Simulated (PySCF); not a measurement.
## Os: ionisation energy

Os [Xe] 4f14 5d6 6s2 (5D) → Os⁺ [Xe] 4f14 5d6 6s1 (6D), as a difference of total energies. Calculation: PySCF 2.14, in ANO-RCC-VTZP (8s7p5d3f2g1h, 104 functions); scalar relativity by spin-free X2C-1e. The calculations carry no spin-orbit coupling.

```tsv
method	ionisation energy (eV)
UHF	6.548
B97-3	8.592
revPBE	8.307
M06-L	8.702
```

For comparison: 8.473 eV (measured; NIST levels, between the centres of gravity of the two terms).
